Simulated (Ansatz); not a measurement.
System: SnH, charge 0, doublet. SnH (SMILES [SnH], doublet).
B3LYP-D3(BJ)/def2-TZVP minimum from Ansatz (a program for electronic structure):
```xyz
2

Sn     0.0000     0.0000    -0.0350
H      0.0000     0.0000     1.7513
```
Charge 0, spin multiplicity 2.

Total energies in def2-QZVPP, 5 correlated electrons, 9 frozen orbitals. Open shells are spin-unrestricted; no spin-orbit coupling. Cores are frozen in correlated methods (noble-gas shells, and filled d and f shells in the p block). Past Kr the def2 sets carry scalar-relativistic core potentials. Spin-orbit terms, left out, reach several kcal/mol for Br and I, and more for heavier atoms.

```tsv
method	program	energy (Eh)	minus CCSDT(Q) (mEh)
HF	Ansatz	-213.90489	93.91
MP2	Ansatz	-213.97781	20.98
CCSD	Ansatz	-213.99569	3.10
CCSD(T)	Ansatz	-213.99817	0.62
CCSDT(Q)	Ansatz	-213.99879	0.00
```

Rough core times of Ansatz's runs on a shared machine: CCSD(T) 50 s, CCSDT(Q) 6 min.
